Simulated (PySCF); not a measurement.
Which enantiomer?

The calculation used PySCF 2.14.0, TDDFT B3LYP/aug-cc-pVDZ circular dichroism and optical rotation, one conformer, gas phase. Geometry: GFN2-xTB.

Values for one enantiomer of C5H7NSi2, R in 10⁻⁴⁰ esu² cm² (velocity form):
| λ (nm) | f | R |
| --- | --- | --- |
| 254 | 0.025 | -28.3 |
| 239 | 0.005 | +1.8 |
| 222 | 0.019 | +3.4 |
| 220 | 0.003 | +2.7 |
| 212 | 0.0009 | +0.9 |
| 207 | 0.011 | +15.3 |
| 201 | 0.006 | +25.2 |
| 200 | 0.026 | +0.4 |

[α] at 589.3 nm: +327 deg dm⁻¹ (g/mL)⁻¹ (origin-invariant length gauge).

Question: Which structure gives these signs?
A. C#C[C@H]1[SiH2]C[Si@@H]1C#N
B. C#C[C@@H]1[SiH2]C[Si@H]1C#N

Answer: A. Its CIP labels in SMILES order are S, S; the other enantiomer gives every sign reversed.

The signs above follow by mirror symmetry from the run on the other enantiomer. Geometry of C#C[C@@H]1[SiH2]C[Si@H]1C#N as run:
```xyz
15

C     2.446   -1.993   -0.044
C     1.531   -1.267    0.226
C     0.425   -0.398    0.487
Si   -1.310   -1.044   -0.102
C    -1.420    0.516   -1.222
Si    0.304    1.147   -0.672
C     0.176    2.714    0.335
N     0.082    3.665    0.968
H     3.252   -2.631   -0.248
H     0.438   -0.133    1.547
H    -1.242   -2.306   -0.834
H    -2.302   -1.097    0.973
H    -1.491    0.300   -2.285
H    -2.244    1.186   -0.988
H     1.351    1.348   -1.669
```
